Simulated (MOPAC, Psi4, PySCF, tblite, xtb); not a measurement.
Dimer CO ··· H3N (SMILES [C-]#[O+] and N) at R = 2.49 Å between the centres of mass, closest contact 2.22 Å (a higher rigid-body minimum at GFN2-xTB). Geometry in Å and degrees:

```
N
H 1 1.0136
H 1 1.0136 2 107.33
H 1 1.0136 2 107.33 3 115.10
C 1 2.2198 2 111.71 3 -118.50
O 5 1.1249 1 100.72 2 88.78
```

- GFN2-xTB (tblite)
- SAPT0/jun-cc-pVDZ, frozen core (Psi4)
- PBE0/def2-TZVP, counterpoise-corrected (Psi4)
- PBE0-D3(BJ)/def2-TZVP, counterpoise-corrected (Psi4)
- PBE/def2-TZVP, counterpoise-corrected (Psi4)
- PBE-D3(BJ)/def2-TZVP, counterpoise-corrected (Psi4)
- wB97X-D/def2-TZVP, counterpoise-corrected (Psi4)
- HF/aug-cc-pVTZ, counterpoise-corrected (Psi4)
- MP2/aug-cc-pVTZ = Psi4 1.11 with DF-MP2/aug-cc-pVTZ, frozen core, counterpoise-corrected
- SCS-MP2/aug-cc-pVTZ = DF-SCS-MP2/aug-cc-pVTZ, frozen core, counterpoise-corrected run with Psi4
- MP2/aug-cc-pVDZ = Psi4 1.11 with DF-MP2/aug-cc-pVDZ, frozen core, counterpoise-corrected
- CCSD/aug-cc-pVDZ = DF-CCSD/aug-cc-pVDZ, frozen core, counterpoise-corrected run with Psi4
- CCSD(T)/aug-cc-pVDZ = DF-CCSD(T)/aug-cc-pVDZ, frozen core, counterpoise-corrected (Psi4)
- PM7, restricted, heats of formation (MOPAC)
- PM3, restricted, heats of formation (MOPAC)
- GFN1-xTB (xtb)
- RKS-B3LYP/6-31G* = restricted B3LYP/6-31G*, spherical d, no counterpoise correction in PySCF
- RHF/LANL2DZ = restricted Hartree-Fock/LANL2DZ, no counterpoise correction (PySCF)
- RKS-B3LYP/LANL2DZ = restricted B3LYP/LANL2DZ, no counterpoise correction run with PySCF
- RMP2/3-21G = restricted MP2 (frozen core)/3-21G, no counterpoise correction (PySCF)

Question: What interaction energy does each level give?

Answer: 
```json
[
 {"method": "GFN2-xTB", "E_int / kJ/mol": "-20.39"},
 {"method": "PM7", "E_int / kJ/mol": "-17.42"},
 {"method": "GFN1-xTB", "E_int / kJ/mol": "-12.79"},
 {"method": "PM3", "E_int / kJ/mol": "10.82"},
 {"method": "RKS-B3LYP/LANL2DZ", "E_int / kJ/mol": "21.23"},
 {"method": "PBE-D3(BJ)/def2-TZVP", "E_int / kJ/mol": "26.43"},
 {"method": "RKS-B3LYP/6-31G*", "E_int / kJ/mol": "27.33"},
 {"method": "RMP2/3-21G", "E_int / kJ/mol": "27.91"},
 {"method": "PBE0-D3(BJ)/def2-TZVP", "E_int / kJ/mol": "29.82"},
 {"method": "PBE/def2-TZVP", "E_int / kJ/mol": "30.35"},
 {"method": "PBE0/def2-TZVP", "E_int / kJ/mol": "33.18"},
 {"method": "SAPT0/jun-cc-pVDZ", "E_int / kJ/mol": "35.55"},
 {"method": "wB97X-D/def2-TZVP", "E_int / kJ/mol": "37.85"},
 {"method": "RHF/LANL2DZ", "E_int / kJ/mol": "38.67"},
 {"method": "MP2/aug-cc-pVTZ", "E_int / kJ/mol": "46.83"},
 {"method": "SCS-MP2/aug-cc-pVTZ", "E_int / kJ/mol": "51.43"},
 {"method": "CCSD(T)/aug-cc-pVDZ", "E_int / kJ/mol": "52.88"},
 {"method": "MP2/aug-cc-pVDZ", "E_int / kJ/mol": "53.73"},
 {"method": "CCSD/aug-cc-pVDZ", "E_int / kJ/mol": "55.03"},
 {"method": "HF/aug-cc-pVTZ", "E_int / kJ/mol": "58.27"}
]
```
